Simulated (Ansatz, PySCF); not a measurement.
PySCF was given this input:
```python
from pyscf import gto, scf, cc

mol = gto.Mole()
mol.atom = '''
    B    -0.48911248    1.40989674   -0.13547428
    N    -1.38981109    0.33756282    0.08926920
    B    -0.95805654   -1.00743956    0.22184004
    N     0.43377292   -1.25037705    0.12014634
    B     1.38580449   -0.22557016   -0.10336250
    N     0.89158792    1.09859602   -0.22726695
    H    -2.38025110    0.51939311    0.16047812
    H    -1.72369966   -1.88045081    0.40790365
    H     0.76291547   -2.19915064    0.21131217
    H     2.53551425   -0.45965454   -0.18304741
    H     1.56349543    1.83495520   -0.38670294
'''
mol.basis = 'sto-3g'
mol.spin = 1
mol.verbose = 4
mol.build()

mf = scf.UHF(mol)
mf.kernel()

mycc = cc.CCSD(mf, frozen=6)
mycc.kernel()
et = mycc.ccsd_t()
print('E(CCSD(T)) = %.10f' % (mycc.e_tot + et))
```

Task: Write the same job for Ansatz (a program for electronic structure).

Result: Several could match; the one computed here: 
Ansatz 0.2 input:
```yaml
crystal:
  periodic: [false, false, false]
  atoms:
    - {symbol: B, position_ang: [-0.48911248, 1.40989674, -0.13547428]}
    - {symbol: N, position_ang: [-1.38981109, 0.33756282, 0.08926920]}
    - {symbol: B, position_ang: [-0.95805654, -1.00743956, 0.22184004]}
    - {symbol: N, position_ang: [0.43377292, -1.25037705, 0.12014634]}
    - {symbol: B, position_ang: [1.38580449, -0.22557016, -0.10336250]}
    - {symbol: N, position_ang: [0.89158792, 1.09859602, -0.22726695]}
    - {symbol: H, position_ang: [-2.38025110, 0.51939311, 0.16047812]}
    - {symbol: H, position_ang: [-1.72369966, -1.88045081, 0.40790365]}
    - {symbol: H, position_ang: [0.76291547, -2.19915064, 0.21131217]}
    - {symbol: H, position_ang: [2.53551425, -0.45965454, -0.18304741]}
    - {symbol: H, position_ang: [1.56349543, 1.83495520, -0.38670294]}
basis:
  gaussian:
    orbitals: STO-3G
magnetization: {spin_polarized: true, initial_magnetization: 1}
correlation: {method: ccsd_t, electrons: outside_noble_gas}
accuracy: high
```

Both were run: PySCF gave -237.803447 Eh and Ansatz -237.803447 Eh, 0.000 mEh apart.
